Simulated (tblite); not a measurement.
Here is a computed GFN2-xTB geometry (Å):
```
atom  x, y, z in Å
C1    -2.3031    0.9616   -0.1826
C2    -1.7752   -0.4453    0.1085
C3    -2.6826   -1.5070   -0.5109
N4    -0.4252   -0.6186   -0.3669
Si5    0.9602   -0.2433    0.5547
C6     1.8071    1.4439    0.5241
C7     3.0329    1.2508    0.0580
C8     3.3675   -0.1648   -0.2999
O9     2.2381   -0.9751   -0.1671
H10   -3.3053    1.0851    0.2201
H11   -2.3349    1.1357   -1.2563
H12   -1.6468    1.7011    0.2688
H13   -1.7413   -0.5898    1.1925
H14   -2.2645   -2.4948   -0.3371
H15   -3.6759   -1.4631   -0.0718
H16   -2.7694   -1.3496   -1.5843
H17   -0.3683   -0.6022   -1.3747
H18    0.7397   -0.7398    1.9133
H19    1.4475    2.4152    0.8196
H20    3.7965    2.0017   -0.0828
H21    4.1572   -0.5438    0.3637
H22    3.7353   -0.2385   -1.3313
```

Charge 0, singlet.

Which heavy atoms are bonded, and with what formal order?

C1–C2 1.53 Å (single); C2–C3 1.53 Å (single); C2–N4 1.44 Å (single); N4–Si5 1.71 Å (single); Si5–C6 1.89 Å (single); C6–C7 1.33 Å (double); C7–C8 1.50 Å (single); C8–O9 1.40 Å (single); Si5–O9 1.64 Å (single). Bonds to hydrogen (Å): C1–H10 1.09; C1–H11 1.09; C1–H12 1.09; C2–H13 1.09; C3–H14 1.09; C3–H15 1.09; C3–H16 1.09; N4–H17 1.01; Si5–H18 1.46; C6–H19 1.08; C7–H20 1.08; C8–H21 1.10; C8–H22 1.10.

Give the structure as a SMILES string.

`CC(C)N[Si@@H]1C=CCO1`, C6H13NOSi. Among its features: C=C double bond, Si–H bond and C–Si bond.

Name the point group.

C1 (no symmetry element, even within 0.4 Å).

Which rings does it hold (smallest set)?

Si5–C6–C7–C8–O9 (5 members, 0.04 Å rms from planarity).

Describe the place of each heavy atom.

C1: methyl carbon; C2: sp3 carbon bound to nitrogen; C3: methyl carbon; N4: silicon-bound nitrogen; Si5: oxygen-bound silicon; C6: alkene CH carbon; C7: alkene CH carbon; C8: sp3 carbon bound to oxygen; O9: silyl ether oxygen.

What is the arrangement about C3?

It has 4 neighbours (C2, H14, H15, H16) and is tetrahedral (angles from 108.6° to 110.5°).

What is the arrangement about O9?

It has 2 neighbours (C8, Si5) and is bent (angle 114.4°).
